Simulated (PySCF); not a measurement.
Isomers of C8H9F.

All values: CAM-B3LYP/def2-SVPD (PySCF) at PBE0-D3(BJ)/def2-SVP geometries, gas phase, one conformer each. Core orbitals are frozen in the response; Δα² is half the sum of the squared differences of the principal polarisabilities.

(1) Rank by dipole moment, lowest first.
A. `[CH3:1][C@@H:2]([F:3])[c:4]1[cH:5][cH:6][cH:7][cH:8][cH:9]1` with C1–C2–C4–C5 82° (PhCHFCH3)
B. `CC1=C[C@@]2(C=C1)C[C@H]2F`
C. `[CH3:1][CH2:2][c:3]1[cH:4][cH:5][c:6]([F:7])[cH:8][cH:9]1` with C1–C2–C3–C4 89° (1-ethyl-4-fluorobenzene)

(2) Rank by polarisability anisotropy Δα, lowest first.
A. `[CH3:1][C@@H:2]([F:3])[c:4]1[cH:5][cH:6][cH:7][cH:8][cH:9]1` with C1–C2–C4–C5 82°
B. `[CH3:1][CH2:2][c:3]1[cH:4][cH:5][c:6]([F:7])[cH:8][cH:9]1` with C1–C2–C3–C4 89°
C. `[F:1][CH2:2][C:3]1=[CH:4][CH:5]=[CH:6][C:7]12[CH2:8][CH2:9]2` with F1–C2–C3–C4 122°

Answers

(1) B (1.50 D), A (1.78 D), C (1.98 D).

(2) C (5.52 Å³), A (6.73 Å³), B (6.96 Å³).

All values together:

```
                   SMILES  μ (D)  HOMO (eV)  LUMO (eV)  α (Å³)  Δα (Å³)  ΔSCF removal energy (eV)
              FCCc1ccccc1   1.92      -8.49       0.62   13.73     6.91                      9.16
       C[C@@H](F)c1ccccc1   1.78      -8.45       0.64   13.68     6.73                      9.11
CC1=C[C@@]2(C=C1)C[C@H]2F   1.50      -7.51       0.33   13.62     6.88                      8.13
          FCC1=CC=CC12CC2   1.57      -7.64       0.12   13.48     5.52                         –
            CCc1ccc(F)cc1   1.98      -8.15       0.54   13.75     6.96                      8.84
```

Conformers: `[F:1][CH2:2][CH2:3][c:4]1[cH:5][cH:6][cH:7][cH:8][cH:9]1` with F1–C2–C3–C4 -179°, C2–C3–C4–C5 87°; `[CH3:1][C@@H:2]([F:3])[c:4]1[cH:5][cH:6][cH:7][cH:8][cH:9]1` with C1–C2–C4–C5 82°; `[F:1][CH2:2][C:3]1=[CH:4][CH:5]=[CH:6][C:7]12[CH2:8][CH2:9]2` with F1–C2–C3–C4 122°; `[CH3:1][CH2:2][c:3]1[cH:4][cH:5][c:6]([F:7])[cH:8][cH:9]1` with C1–C2–C3–C4 89°.

A dash marks a removal energy that wasn't run or isn't settled.
